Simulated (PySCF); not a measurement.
PySCF 2.14 output of an unrestricted LC-wPBE calculation on a single atom or ion in def2-TZVPPD with the def2 core potential (60 electrons) (6s5p3d2f1g, 59 functions), with a scalar-relativistic core potential:

```
SCF conv_tol = 1e-09
number electrons alpha = 10  beta = 8
    O. A. Vydrov and G. E. Scuseria.,  J. Chem. Phys. 125, 234109 (2006)
cycle= 1 E= -119.100688941002  delta_E= -0.00875  |g|= 0.027  |ddm|= 0.269
cycle= 2 E= -119.101912063698  delta_E= -0.00122  |g|= 0.0124  |ddm|= 0.0824
cycle= 3 E= -119.102538201572  delta_E= -0.000626  |g|= 0.00995  |ddm|= 0.0569
cycle= 4 E= -119.103004728673  delta_E= -0.000467  |g|= 0.0061  |ddm|= 0.0576
cycle= 5 E= -119.103386824774  delta_E= -0.000382  |g|= 0.00277  |ddm|= 0.0826
cycle= 6 E= -119.103440466329  delta_E= -5.36e-05  |g|= 0.000916  |ddm|= 0.0277
cycle= 7 E= -119.103447531357  delta_E= -7.07e-06  |g|= 0.000166  |ddm|= 0.0133
cycle= 8 E= -119.103447585147  delta_E= -5.38e-08  |g|= 2.34e-05  |ddm|= 0.00275
cycle= 9 E= -119.103447585601  delta_E= -4.54e-10  |g|= 4.35e-06  |ddm|= 9.86e-05
converged SCF energy = -119.103447585601  <S^2> = 2.0008445  2S+1 = 3.000563
```

The run itself started from symmetry-adapted Hartree-Fock orbitals and held the occupation by maximum overlap, on a logarithmic radial grid, so the iterations belong to that start.

Q: Which element, charge and spin multiplicity is this?

A: Pt (platinum, neutral), multiplicity 3; the state was [Xe] 4f14 5d9 6p1, one real determinant (an excited configuration).

⟨L²⟩ = 8.24 against 12 for a pure F term, so this real determinant mixes terms. Energies and moments cover only the electrons outside the core potential. Spin-orbit coupling, absent here, splits the open shell strongly.
